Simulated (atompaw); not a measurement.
# Scattering properties, PAW (atompaw) potential for Sc (Z = 21)

```
Element                 : Sc (Z = 21)
Generator               : atompaw 4.2.0.5
Type                    : PAW
Functional              : PBE
Relativity              : scalar-relativistic
Frozen core             : [Ne]
Valence charge          : 11
Reference configuration : 3s2 3p6 3d1 4s1 4p1
Partial waves           : 3s (bound): rc 1.55 bohr; 4s (bound): rc 2.65 bohr; 3p (bound): rc 1.20 bohr; 4p (bound): rc 1.95 bohr; 3d (bound): rc 2.65 bohr; 3d channel at 1.8 Ry: rc 2.65 bohr
Local potential         : bessel scheme, radius 2.15 bohr
Core correction         : smooth core density matched at 1.45 bohr
Augmentation charge     : sinc compensation charge, radius 2.00 bohr; PAW radius 2.65 bohr; waves and projectors: modrrkj vanderbiltortho
```

The phase is arctan(r·u′/u) with u = r·R(r), unwrapped; energies in Ry, scanned from -6 to 5 Ry. A pole is an energy at which the radial function vanishes at the test radius. The pseudo phase is shifted by a multiple of π to meet the all-electron one at the reference energy, and phase errors are pseudo minus all-electron; the curves can meet again beyond the range given. Levels narrower than the energy grid can be missing from the lists of poles.

| channel | radius (bohr) | reference energy (Ry) | poles, all-electron | poles, pseudo | unbroken range about the reference energy with phases within 0.05 rad | phase error 1 Ry above the reference energy (rad) |
| --- | --- | --- | --- | --- | --- | --- |
| s | 2.66 | -0.36 | -4.10, 2.39 | -4.10, 2.36 | below 4.9 | -0.001 |
| p | 2.66 | -0.15 | -2.49, 3.27 | -2.49, 3.28 | the whole range | +0.001 |
| d | 2.66 | -0.32 | 0.00, 4.53 | 0.00 | the whole range | +0.001 |

Phases in the p channel:

```json
{"E (Ry)": "-6.00", "all-electron": "1.407", "pseudo": "1.407"}
{"E (Ry)": "-5.52", "all-electron": "1.398", "pseudo": "1.398"}
{"E (Ry)": "-5.04", "all-electron": "1.388", "pseudo": "1.388"}
{"E (Ry)": "-4.56", "all-electron": "1.375", "pseudo": "1.375"}
{"E (Ry)": "-4.08", "all-electron": "1.359", "pseudo": "1.359"}
{"E (Ry)": "-3.60", "all-electron": "1.334", "pseudo": "1.334"}
{"E (Ry)": "-3.12", "all-electron": "1.284", "pseudo": "1.284"}
{"E (Ry)": "-2.64", "all-electron": "0.052", "pseudo": "0.053"}
{"E (Ry)": "-2.16", "all-electron": "-1.757", "pseudo": "-1.757"}
{"E (Ry)": "-1.68", "all-electron": "-1.829", "pseudo": "-1.829"}
{"E (Ry)": "-1.20", "all-electron": "-1.893", "pseudo": "-1.893"}
{"E (Ry)": "-0.72", "all-electron": "-1.981", "pseudo": "-1.981"}
{"E (Ry)": "-0.24", "all-electron": "-2.142", "pseudo": "-2.142"}
{"E (Ry)": "0.24", "all-electron": "-2.526", "pseudo": "-2.526"}
{"E (Ry)": "0.72", "all-electron": "-3.462", "pseudo": "-3.461"}
{"E (Ry)": "1.20", "all-electron": "-4.180", "pseudo": "-4.179"}
{"E (Ry)": "1.68", "all-electron": "-4.447", "pseudo": "-4.447"}
{"E (Ry)": "2.16", "all-electron": "-4.572", "pseudo": "-4.572"}
{"E (Ry)": "2.64", "all-electron": "-4.646", "pseudo": "-4.646"}
{"E (Ry)": "3.12", "all-electron": "-4.699", "pseudo": "-4.697"}
{"E (Ry)": "3.60", "all-electron": "-4.740", "pseudo": "-4.739"}
{"E (Ry)": "4.08", "all-electron": "-4.779", "pseudo": "-4.777"}
{"E (Ry)": "4.56", "all-electron": "-4.819", "pseudo": "-4.815"}
```
